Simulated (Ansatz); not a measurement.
SnO2, SMILES [O]=[Sn]=[O].

The structure is a stationary point at r2SCAN-D4/def2-TZVP. The def2 effective core potentials stand for the cores of Sn; spin–orbit coupling is left out.

Two levels are set side by side: PBE/def2-TZVPD (Ansatz, a first-principles code) and CAM-B3LYP/def2-TZVPD (Ansatz). Energy differences of separate SCF runs at the same geometry; the states with an electron removed or added have multiplicity 2 and 2. Differences are taken from unrounded values.

| quantity | CAM-B3LYP | PBE | PBE minus CAM-B3LYP |
|---|---|---|---|
| vertical ionisation energy (eV) | 11.06 | 10.64 | -0.42 |
| vertical electron affinity (eV) | 1.56 | 1.39 | -0.18 |
| vertical singlet–triplet gap (eV) | 2.69 | 2.61 | -0.09 |
